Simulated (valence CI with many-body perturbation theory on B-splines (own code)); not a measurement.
**Eu LVIII in brief**

Computed by valence CI with perturbative core correlation (CI+MBPT): four valence electrons over a frozen Dirac-Fock core [He], radial functions for each j: 9 s, 9 p, 8 d, 6 f, 3 g, 1 h, with the one-electron correlation potential Σ1, the two-electron term Σ2, the three-electron term Σ3, Breit, model QED; selected CI, second order for the rest, scaled by the run's own slope (own B-spline code, finite nucleus).

No measured spectrum was set against this ion. As an estimate, large intervals hold to a few tenths of a per cent, small ones and those within an open d or f shell to about a per cent.

Levels are named by their leading jj configuration (3d3/2^4 stands for four electrons in 3d with j = 3/2), which in mixed levels can hold well under half, so a name can repeat and another be missing.

Rates and lifetimes use the calculated energies. Strong lines usually hold to 10 to 20 %, long lifetimes can be off by a factor of two.

(1) What is the ground level?

(2) What are the static dipole polarisabilities of the lowest levels?

(3) How well does LS coupling describe the low levels?

(4) Among levels below 7802.0 eV, which E1 lines absorb most strongly from the ground level?

(5) What is the ionisation energy?

Answers

(1) (2s^2 2p1/2^2) J=0, composition 69 % 2s2 2p2 3P + 31 % 2s2 2p2 1S.

(2) (2s^2 2p1/2^2) J=0 0.000191 bohr³, of which the core gives 4.62e-07.

(3) Among the lowest 20 levels the leading LS term, summed over configurations, holds 67 % on average. For single configurations the figures are 67 % in LS and 99 % in jj coupling. Terms mix most in the J = 1 level at 979.3 eV, where the leading one holds 33 %.

(4) to (2s^2 2p1/2 3d3/2) J=1 at 0.1647 nm, f = 1.05; to (2s 2p1/2^2 3p1/2) J=1 at 0.1665 nm, f = 0.414; to (2s 2p1/2^2 3p3/2) J=1 at 0.1617 nm, f = 0.341.

(5) 12720 eV; NIST lists 12718 ± 6 eV (theoretical).
